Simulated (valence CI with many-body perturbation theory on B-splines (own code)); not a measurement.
**Xe⁴⁸⁺: electric-dipole lines**

Computed by valence CI with perturbative core correlation (CI+MBPT): four valence electrons over a frozen Dirac-Fock core [He], a basis of 11 s, 11 p, 9 d, 7 f, 5 g, 2 h, 1 i functions for each j, with the one-electron correlation potential Σ1 (screened to all orders), the two-electron term Σ2, the three-electron term Σ3, Breit, model QED; selected single and double excitations, second order for the rest (own B-spline code, finite nucleus).

The last digits are not significant, and no measured levels were compared; by estimate large intervals hold to a few tenths of a per cent, small ones and those within an open d or f shell to about a per cent. Among the levels kept, up to 270 cm⁻¹ of a level comes from second order outside the variational space, and about a tenth of that is noise between levels of different J, which matters for small intervals.

Lines 1 to 50 of 268 in falling wavelength, among levels below 5852.5 eV, chosen from the strongest by gf and those to the six lowest levels. Wavelengths and rates use the calculated energies. Electric multipoles are in the length gauge, E1 and E2 with the static RPA response of the core. Weak lines are less certain than strong ones. Lines between different terms over intervals too small for the method are left out, as are lines whose strength nearly cancels. The highest levels of a list are the least certain.

Levels are named by their leading jj configuration (3d3/2^4 stands for four electrons in 3d with j = 3/2), which in mixed levels can hold well under half, so a name can repeat and another be missing. Letters in brackets count levels of one name in rising energy.

```tsv
λ vac (Å)	Upper	Lower	A (s⁻¹)	log gf	Branch %
161.7	(2s^2 2p3/2 3d5/2) J=4	(2s^2 2p3/2 3p3/2) J=3	4.20e+09	-0.83	16.0
156.0	(2s 2p1/2 2p3/2 3d5/2) J=4 [a]	(2s 2p1/2 2p3/2 3p3/2) J=3 [a]	7.56e+09	-0.60	0.1
154.1	(2s 2p1/2 2p3/2 3d5/2) J=5	(2s 2p1/2 2p3/2 3p3/2) J=4	9.13e+09	-0.45	52.4
150.9	(2s 2p1/2^2 3d5/2) J=3	(2s 2p1/2^2 3p3/2) J=2	9.65e+09	-0.64	0.0
149.7	(2s^2 2p3/2 3d5/2) J=3	(2s^2 2p3/2 3p3/2) J=2	4.94e+09	-0.93	0.0
145.4	(2s 2p1/2 2p3/2 3d5/2) J=4 [c]	(2s 2p1/2 2p3/2 3p3/2) J=3 [c]	1.05e+10	-0.52	0.0
143.4	(2s 2p1/2 2p3/2 3d5/2) J=4 [b]	(2s 2p1/2 2p3/2 3p3/2) J=3 [b]	9.17e+09	-0.59	0.0
141.7	(2s^2 2p1/2 3d5/2) J=3	(2s^2 2p1/2 3p3/2) J=2	1.09e+10	-0.64	0.0
138.8	(2s 2p1/2 2p3/2 3d5/2) J=3 [c]	(2s 2p1/2 2p3/2 3p3/2) J=2 [c]	9.48e+09	-0.72	0.0
136.9	(2s 2p1/2 2p3/2 3d5/2) J=3 [a]	(2s 2p1/2 2p3/2 3p3/2) J=2 [a]	8.43e+09	-0.78	0.0
134.1	(2s 2p1/2^2 3d5/2) J=2	(2s 2p1/2^2 3p3/2) J=1	1.23e+10	-0.78	0.0
133.9	(2s 2p1/2 2p3/2 3d5/2) J=3 [b]	(2s 2p1/2 2p3/2 3p3/2) J=2 [b]	7.25e+09	-0.87	0.0
122.0	(2s^2 2p3/2 3d5/2) J=4	(2s 2p1/2 2p3/2 3s) J=3	6.51e+09	-0.88	24.7
89.85	(2s 2p1/2 2p3/2 3d3/2) J=4	(2s^2 2p3/2 3d3/2) J=3	9.94e+09	-0.97	1.3
88.51	(2s 2p1/2 2p3/2 3d3/2) J=3 [b]	(2s 2p1/2 2p3/2 3p1/2) J=2 [b]	1.45e+10	-0.92	0.0
87.53	(2s 2p1/2 2p3/2^2) J=2 [a]	(2s^2 2p3/2^2) J=2	8.42e+08	-2.32	0.5
86.27	(2s 2p1/2 2p3/2 3p3/2) J=4	(2s^2 2p3/2 3p3/2) J=3	4.15e+10	-0.38	9.5
85.14	(2s 2p1/2 2p3/2 3p3/2) J=3 [b]	(2s^2 2p3/2 3p3/2) J=2	2.20e+10	-0.78	0.0
84.38	(2s 2p1/2 2p3/2 3d3/2) J=2 [b]	(2s 2p1/2 2p3/2 3p1/2) J=2 [b]	2.33e+10	-0.91	0.0
84.34	(2s 2p1/2^2 3d3/2) J=2	(2s^2 2p1/2 3d3/2) J=1	2.44e+10	-0.89	0.0
83.49	(2s 2p1/2 2p3/2 3p3/2) J=1 [a]	(2s 2p1/2 2p3/2 3s) J=1 [a]	3.57e+10	-0.95	0.0
82.24	(2s 2p1/2 2p3/2 3p3/2) J=2 [c]	(2s 2p1/2 2p3/2 3s) J=1 [c]	2.20e+10	-0.95	0.0
82.11	(2s 2p1/2^2 3p3/2) J=1	(2s 2p1/2^2 3s) J=0	4.83e+10	-0.83	0.0
81.64	(2s 2p1/2 2p3/2 3d3/2) J=2 [a]	(2s 2p1/2 2p3/2 3p1/2) J=2 [a]	2.30e+10	-0.94	0.0
81.31	(2s^2 2p3/2 3p3/2) J=1	(2s^2 2p3/2 3s) J=1	4.76e+10	-0.85	1.0
80.18	(2s 2p1/2 2p3/2 3p3/2) J=2 [b]	(2s 2p1/2 2p3/2 3s) J=2 [b]	4.74e+10	-0.64	0.0
79.74	(2s 2p1/2^2 3p3/2) J=2	(2s^2 2p1/2 3p3/2) J=1	6.28e+10	-0.52	0.8
79.74	(2s 2p1/2 2p3/2 3p3/2) J=3 [c]	(2s 2p1/2 2p3/2 3s) J=2 [c]	7.41e+10	-0.31	0.1
78.22	(2s 2p1/2 2p3/2 3d3/2) J=3 [c]	(2s 2p1/2 2p3/2 3p1/2) J=2 [c]	5.29e+10	-0.47	0.1
78.14	(2s 2p1/2 2p3/2 3d3/2) J=3 [a]	(2s 2p1/2 2p3/2 3p1/2) J=2 [a]	4.61e+10	-0.53	0.0
77.73	(2s 2p1/2 2p3/2 3p3/2) J=2 [a]	(2s 2p1/2 2p3/2 3s) J=1 [a]	3.85e+10	-0.76	0.0
77.28	(2s 2p1/2 2p3/2 3d3/2) J=2 [a]	(2s 2p1/2 2p3/2 3p1/2) J=1 [a]	2.84e+10	-0.90	0.0
77.22	(2s^2 2p1/2 3d3/2) J=2	(2s^2 2p1/2 3p1/2) J=1	5.47e+10	-0.61	0.1
76.87	(2s^2 2p3/2 3d3/2) J=3	(2s^2 2p3/2 3p1/2) J=2	5.78e+10	-0.45	0.0
76.79	(2s 2p1/2 2p3/2 3d3/2) J=4	(2s 2p1/2 2p3/2 3p1/2) J=3	3.48e+10	-0.56	4.4
76.75	(2s 2p1/2 2p3/2 3d3/2) J=1 [a]	(2s 2p1/2 2p3/2 3p1/2) J=1 [a]	4.70e+10	-0.90	0.0
76.60	(2s 2p1/2 2p3/2 3p3/2) J=3 [a]	(2s 2p1/2 2p3/2 3s) J=2 [a]	8.30e+10	-0.29	0.4
75.23	(2s 2p1/2^2 3d3/2) J=2	(2s 2p1/2^2 3p1/2) J=1	2.93e+10	-0.91	0.0
75.14	(2s 2p1/2 2p3/2 3d3/2) J=3 [b]	(2s 2p1/2 2p3/2 3p1/2) J=3	2.63e+10	-0.81	0.0
74.51	(2s^2 2p3/2 3p3/2) J=3	(2s^2 2p3/2 3s) J=2	8.63e+10	-0.30	0.6
74.32	(2s 2p1/2 2p3/2 3d3/2) J=2 [c]	(2s 2p1/2 2p3/2 3p1/2) J=1 [b]	2.71e+10	-0.95	0.0
74.27	(2s 2p1/2 2p3/2 3p3/2) J=3 [b]	(2s 2p1/2 2p3/2 3s) J=2 [b]	2.13e+10	-0.91	0.0
73.91	(2s 2p1/2 2p3/2 3p3/2) J=2 [d]	(2s 2p1/2 2p3/2 3s) J=1 [c]	5.52e+10	-0.65	0.1
73.72	(2s^2 2p1/2 3p3/2) J=2	(2s^2 2p1/2 3s) J=1	9.65e+10	-0.41	9.1
73.49	(2s 2p1/2 2p3/2 3p3/2) J=4	(2s 2p1/2 2p3/2 3s) J=3	4.37e+10	-0.50	10.0
72.88	(2s 2p1/2^2 2p3/2) J=2	(2s^2 2p1/2 2p3/2) J=2	5.22e+09	-1.68	37.2
70.24	(2s 2p1/2 2p3/2^2) J=3	(2s^2 2p3/2^2) J=2	8.53e+09	-1.36	5.0
70.02	(2s^2 2p3/2 3p3/2) J=2	(2s^2 2p3/2 3s) J=1	6.07e+10	-0.65	0.4
69.72	(2s 2p1/2 2p3/2 3p3/2) J=1 [d]	(2s 2p1/2 2p3/2 3s) J=1 [b]	6.79e+10	-0.83	0.9
69.30	(2s 2p1/2 2p3/2 3p3/2) J=2 [a]	(2s 2p1/2 2p3/2 3s) J=2 [a]	4.82e+10	-0.76	0.0
```

Problem. How does gf follow from A for the line at 76.87 Å?

Solution. gf = 1.4992 × (2J+1)_upper × A / σ², with σ = 1300969 cm⁻¹ and 2J+1 = 7: gf = 0.358.
